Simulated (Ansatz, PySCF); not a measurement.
The PySCF input:
```python
from pyscf import gto, scf, dft

mol = gto.M(
    atom='''
Cu   -0.000000   -0.000000   -0.406158
F     0.000000    0.000000    1.308730
''',
    basis='cc-pvdz',
    charge=0,
    spin=0,
    verbose=4,
)

mf = dft.RKS(mol)
mf.xc = 'pbe0'
mf.grids.atom_grid = (99, 590)
mf.grids.prune = None
mf.kernel()
```

### Question
Convert this to an input for Ansatz (a program for electronic structure).

### Answer
One answer among several that fit: 
Ansatz 0.2 input:
```yaml
crystal:
  periodic: [false, false, false]
  atoms:
    - {symbol: Cu, position_ang: [-0.00000000, -0.00000000, -0.40615773]}
    - {symbol: F, position_ang: [0.00000000, 0.00000000, 1.30873047]}
basis:
  gaussian:
    orbitals: cc-pVDZ
hamiltonian:
  xc: pbe0
accuracy: high
```

Both were run: PySCF gave -1740.059929 Eh and Ansatz -1740.059929 Eh, 0.000 mEh apart.
